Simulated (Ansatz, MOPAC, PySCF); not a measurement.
Complex: AsH3 (SMILES [AsH3]) (first 4 atoms) with H4OSi (SMILES O[SiH3]); geometry from B3LYP-D3(BJ)/def2-TZVP.
(charge 0, multiplicity 1):
```csv
atom,x (Å),y (Å),z (Å)
As,-0.3709,-0.1267,-0.2445
H,-1.8275,-0.1872,-0.6745
H,0.1498,-0.5095,-1.6204
H,-0.2570,1.3649,-0.5151
O,0.7455,-1.3314,2.9145
Si,0.6226,-0.0728,3.9712
H,0.4865,-1.1633,1.9991
H,1.5076,1.0587,3.5926
H,1.0277,-0.5962,5.2915
H,-0.7656,0.4512,4.0475
```

Counterpoise-corrected where a basis set is named; no monomer relaxation.

The state reached by PM6 isn't checked.

The values were computed with Ansatz (Gaussian orbitals); MOPAC for PM6 (differences of heats of formation); PySCF for the dispersion terms. 

### Question
One of these levels gives -3.06 kcal/mol for the interaction energy. Which one is it?
A. B97M-V/def2-TZVPPD
B. B3LYP-D4/def2-TZVPPD
C. PM6
D. B3LYP/def2-TZVPPD

### Answer
A, B97M-V/def2-TZVPPD. The others give 0.86 (PM6), -1.78 (B3LYP/def2-TZVPPD), -3.53 (B3LYP-D4/def2-TZVPPD)

Ansatz is a quantum-chemistry and plane-wave program.
